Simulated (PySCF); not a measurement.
C3H5NOSi, SMILES N1[Si@@H](C=CC=1)O. The structure is a stationary point at PBE-D3(BJ)/def2-SVP. The structure was generated by enumeration; whether it is a known compound was not checked. One conformer was computed; it need not be the lowest.

Computed equilibrium geometry at PBE-D3(BJ)/def2-SVP (PySCF confirms it by a frequency run) as bond lengths and angles (one conformer of several):
Atoms: O1 Si2 C3 C4 C5 N6 H7 H8 H9 H10 H11. Bonded distances (Å): O1–Si2 1.674, O1–H7 0.973, Si2–C3 1.896, Si2–N6 1.800, Si2–H8 1.495, C3–C4 1.358, C3–H9 1.100, C4–C5 1.508, C4–H10 1.104, C5–N6 1.291, C5–H11 1.115. Angles (°): Si2–O1–H7 115.2, O1–Si2–C3 117.9, O1–Si2–N6 114.2, O1–Si2–H8 105.0, C3–Si2–N6 94.9, C3–Si2–H8 113.8, N6–Si2–H8 111.1, Si2–C3–C4 104.3, Si2–C3–H9 132.7, C4–C3–H9 122.9, C3–C4–C5 114.0, C3–C4–H10 125.4, C5–C4–H10 120.5, C4–C5–N6 120.8, C4–C5–H11 118.4, N6–C5–H11 120.8, Si2–N6–C5 105.8.
